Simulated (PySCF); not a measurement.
Compound: C7H6F2O (charge +1 and doublet state).
Numbering: `[F:1][CH:2]([F:3])[O:4][C+:5]1[CH:6][CH:7]=[CH:8][CH:9]=[CH:10]1` (hydrogens: H11 on C2; H12 on C6; H13 on C7; H14 on C8; H15 on C9; H16 on C10)

Geometry (GFN2-xTB, Å), atoms numbered from 1 in this order:
```
atom  x, y, z in Å
F1     2.457   -1.548   -0.159
C2     2.731   -0.261    0.062
F3     3.728    0.098   -0.724
O4     1.653    0.558   -0.280
C5     0.376    0.300   -0.104
C6    -0.169   -0.835    0.558
C7    -1.531   -0.984    0.619
C8    -2.388   -0.019    0.053
C9    -1.860    1.115   -0.587
C10   -0.505    1.288   -0.659
H11    3.026   -0.124    1.123
H12    0.472   -1.573    1.015
H13   -1.955   -1.839    1.124
H14   -3.459   -0.147    0.126
H15   -2.525    1.845   -1.024
H16   -0.057    2.137   -1.155
```

The hyperfine couplings belong to this conformer and change with its torsions.

Theory: UKS B3LYP, pcH-1 on C F H O, non-relativistic, mean-field spin-orbit, GIAO (PySCF 2.14.0). Geometry: GFN2-xTB, one conformer, isolated ion. The geometry wasn't refined by DFT: couplings that depend on bond lengths, twists or pyramidal angles can differ widely from those at the functional's own minimum, by a factor of two or more for some ions and for spin on atoms past the first row. Stability of the SCF solution: not tested.

Computed for the main isotopes (class means, splittings of 0.05 mT or more): g = 2.0032; H14 1H -28.3 MHz (1.01 mT); H11 1H +25.1 MHz (0.89 mT); H16 1H -13.3 MHz (0.47 mT); H12 1H -8.5 MHz (0.30 mT); H15 1H +3.0 MHz (0.11 mT); 32 first-order lines, 2.79 mT wide.

**Question.** What changes when 1H at H14 is replaced by 2H?

**Answer.** The spin density stays the same (vibrational effects aside), so a scales with the nuclear g factor: 0.85744/5.58569 = 0.1535, so a goes from -28.3 to -4.3 MHz (0.155 mT). The spin goes from 1/2 to 1, so the 1:1 doublet becomes a 1:1:1 triplet. The spectrum then has 48 first-order lines over 2.09 mT.

**Question.** Where do the 13C satellites of C8 appear, and how strong are they?

**Answer.** a = +32.6 MHz, or 1.16 mT in magnitude, and I = 1/2, so to first order each main line has two satellites, at ±0.58 mT. The isotope's abundance is about 1.07 %, shared among 2 lines, so each has 0.54 % of the main line's intensity.

**Question.** Give position and intensity of the satellites from 17O at O4.

**Answer.** a = -23.0 MHz, or 0.82 mT in magnitude, and I = 5/2, so to first order each main line has six satellites, at ±0.41, ±1.23, ±2.05 mT. The isotope's abundance is about 0.038 %, shared among 6 lines, so each has 0.0063 % of the main line's intensity.

C6 and C10, with what hangs on them, aren't averaged: C5 is flat or nearly so (angle sum 360°), and its turn about the short C5–O4 bond (1.32 Å) is taken as slow.

On Arm Neoverse V2, one thread (shared host), this took 2.1 min of wall time (grids of density and orbitals included) and 1.1 GiB of memory at its peak.

The SMILES draws the unpaired electron on C6; the largest computed Mulliken spin population is on C8 (0.44 against 0.10).
